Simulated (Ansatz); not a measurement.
Basis sets compared for the cluster As4P (the lowest doublet isomer of a short search). Total charge 0; doublet. Geometry B3LYP-D4/def2-SVP. Ansatz on 4 threads of Arm Neoverse V2 on a shared host; times are rough, and most runs start from earlier orbitals.

```
atom   x (Å)   y (Å)   z (Å)
  P1   0.261   1.627   0.120
 As2  -1.464   0.262   0.895
 As3   0.942  -1.641  -0.822
 As4   0.937  -0.356   1.292
 As5  -0.677   0.108  -1.485
```

The structure comes from a short search, and lower isomers may exist.

Binding counts from free atoms (P quartet, As quartet) in the same basis, without a counterpoise term.

```tsv
level	functions	energy (Eh)	HOMO (eV)	LUMO (eV)	binding per atom (eV)	wall time
PBE-D4/def2-SVP	146	-9282.2710	-4.69	-3.74	2.74	2.7 s
PBE-D4/def2-TZVP	229	-9283.4971	-4.71	-3.77	2.79	5.5 s
r2SCAN-D4/def2-TZVP	229	-9284.9058	-5.08	-3.61	2.56	16 s
PBE0-D4/def2-SVP	146	-9282.5382	-5.79	-3.01	2.50	6 s
PBE0-D4/def2-TZVP	229	-9283.7634	-5.75	-3.01	2.57	14 s
```

Estimate the rows for PBE-D4/def2-TZVPD, r2SCAN-D4/def2-TZVPD, PBE0-D4/def2-TZVPD.


| level | functions | energy (Eh) | HOMO (eV) | LUMO (eV) | binding per atom (eV) | wall time |
| --- | --- | --- | --- | --- | --- | --- |
| PBE-D4/def2-TZVPD | 259 | -9283.4990 | -4.75 | -3.83 | 2.80 | 7.5 s |
| r2SCAN-D4/def2-TZVPD | 259 | -9284.9075 | -5.10 | -3.63 | 2.56 | 21 s |
| PBE0-D4/def2-TZVPD | 259 | -9283.7651 | -5.78 | -3.05 | 2.57 | 15 s |
